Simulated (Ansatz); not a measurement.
`F[SiH2][AlH][Cl]` → `[AlH2][Cl]` + `F[SiH]` at 700 K and 1 bar (silylene formation by 1,1-elimination).

Program: Ansatz. Geometries: PBE0-D4/def2-TZVP. ΔE: electronic, gas phase. CCSD(T)/CBS is the MP2 limit (def2-TZVPP, def2-QZVPP) plus CCSD(T) − MP2 in def2-TZVPP, frozen cores. This one scheme is used for every species. Each species was taken in one conformer, which may not be the lowest.

```csv
species,CCSD(T)/CBS energy (Eh),H − E (kJ/mol),S (J/(mol·K))
`F[SiH2][AlH][Cl]`,-1092.58214,140.2,449.0
`[AlH2][Cl]`,-703.04476,73.9,303.9
`F[SiH]`,-389.46371,50.0,276.0
```

H − E and S are ideal-gas, rigid-rotor, harmonic terms from PBE0-D4/def2-TZVP, for one conformer and one mirror image of each species. 1 Eh = 2625.50 kJ/mol, R = 8.31446 J/(mol·K).

Task: By hand: ΔE, ΔH, ΔS and ΔG.

Result: ΔE = (-703.04476) + (-389.46371) − (-1092.58214) = 0.07367 Eh = 193.4 kJ/mol. Δ(H − E) = 73.9 + 50.0 − 140.2 = -16.3, so ΔH = 177.1 kJ/mol. ΔS = 303.9 + 276.0 − 449.0 = 130.9 J/(mol·K). ΔG = 177.1 − 700 × (130.9)/1000 = 85.5 kJ/mol.

Task: By hand: the equilibrium constant, and the temperature at which ΔG would vanish if ΔH and ΔS stayed fixed.

Result: log₁₀ K = −ΔG/(RT ln 10) = -6.4. ΔG = 0 at ΔH/ΔS = 1353 K.

The number of gas molecules changes by +1, which sets the sign of ΔS. A doubt of 5 kJ/mol in ΔE shifts log₁₀ K by 0.4 here. Other conformers and mirror images would add mixing entropy, several J/(mol·K) or more a flexible species. Modes under 60 cm⁻¹, often nearly free rotors, make the harmonic entropy too high. These are equilibria of isolated gas molecules and say nothing of rates. Largest T1 diagnostic: 0.015 (customary marks: 0.02 for closed shells, 0.045 for open ones).
